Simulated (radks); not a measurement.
Ionisation of neutral helium, [He], to 1s1 as the strength of local exchange is varied. All-electron calculation, scalar-relativistic Kohn-Sham, Slater X-alpha exchange (alpha = 2/3 is LDA exchange), no correlation, spin-polarised, spherical densities, finite nucleus; Gaussian nuclear charge, rms radius 1.6755 fm. Program: a radial shooting solver on a logarithmic mesh with Libxc functionals.

| alpha | E(He) (hartree) | exchange (hartree) | IE (eV) | -e of the level emptied (eV) | <r> of it (bohr) |
|---|---|---|---|---|---|
| 0.667 | -2.72419 | -0.85334 | 22.075 | 14.073 (1s) | 0.9719 |
| 0.674 | -2.73316 | -0.86401 | 22.170 | 14.189 (1s) | 0.9697 |
| 0.678 | -2.73829 | -0.87012 | 22.224 | 14.255 (1s) | 0.9684 |
| 0.75 | -2.83163 | -0.98206 | 23.215 | 15.466 (1s) | 0.9465 |
| 0.775 | -2.86448 | -1.02180 | 23.565 | 15.897 (1s) | 0.9392 |
| 0.898 | -3.02938 | -1.22386 | 25.333 | 18.093 (1s) | 0.9047 |
| 0.928 | -3.07043 | -1.27479 | 25.775 | 18.648 (1s) | 0.8968 |

NIST Atomic Spectra Database: 24.587 eV (measured). The Delta-SCF value meets it near alpha = 0.85.
